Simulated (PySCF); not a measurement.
## Basis and Hamiltonian dependence of the ionisation energy of Sn⁺

Sn⁺ [Kr] 4d10 5s2 5p1 (2P) → Sn²⁺ [Kr] 4d10 5s2 (1S). All values are computed (PySCF 2.14, energy differences of UHF-based or UKS calculations, no spin-orbit coupling). Values in eV.

```csv
basis,Hamiltonian,functions,UHF,PBE,PBE0,MP2 (valence),CCSD(T) (valence),CCSD(T) (valence and next inner shell)
def2-SVP with the def2 core potential (28 electrons),ECP,26,13.718,14.237,14.265,13.852,13.931,n/a
aug-cc-pVDZ-PP with ECP28MDF,ECP,32,13.720,14.212,14.245,13.853,13.932,n/a
x2c-SVPall,spin-free X2C,36,13.747,n/a,n/a,13.863,13.929,n/a
def2-TZVP with the def2 core potential (28 electrons),ECP,50,13.750,14.221,n/a,13.946,14.027,n/a
aug-cc-pVTZ-PP with ECP28MDF,ECP,55,13.747,14.218,14.257,13.954,14.038,n/a
def2-TZVPPD with the def2 core potential (28 electrons),ECP,56,13.749,14.222,14.260,13.947,14.029,14.139
ANO-RCC-VTZP,spin-free X2C,68,13.755,14.225,14.264,13.941,14.024,14.145
aug-cc-pwCVTZ-PP with ECP28MDF,ECP,96,13.758,14.232,14.269,13.973,14.055,n/a
aug-cc-pVQZ-DK3,spin-free X2C,102,13.747,14.218,14.258,13.978,14.052,n/a
aug-cc-pwCVTZ-DK3,spin-free X2C,109,13.752,14.228,14.266,13.965,14.046,14.199
x2c-QZVPPall,spin-free X2C,112,13.749,14.228,14.265,13.977,14.051,n/a
"aug-cc-pVQZ-PP with one added diffuse shell each of s, p, d, f, g type with ECP28MDF",ECP,117,13.755,14.222,14.262,13.989,n/a,n/a
"aug-cc-pwCVTZ-DK3 with one added diffuse shell each of s, p, d, f type",spin-free X2C,125,13.752,14.228,14.266,13.965,n/a,n/a
"x2c-QZVPPall with one added diffuse shell each of s, p, d, f type",spin-free X2C,128,13.749,14.228,14.265,13.978,n/a,n/a
```

Frozen in the all-electron rows: valence: [Kr] 4d10; valence and next inner shell: [Ar] 3d10; with a core potential, the same shells as far as they lie outside it.

Reference for a calculation without spin-orbit coupling: 14.282 eV (measured, between term centres; NIST).
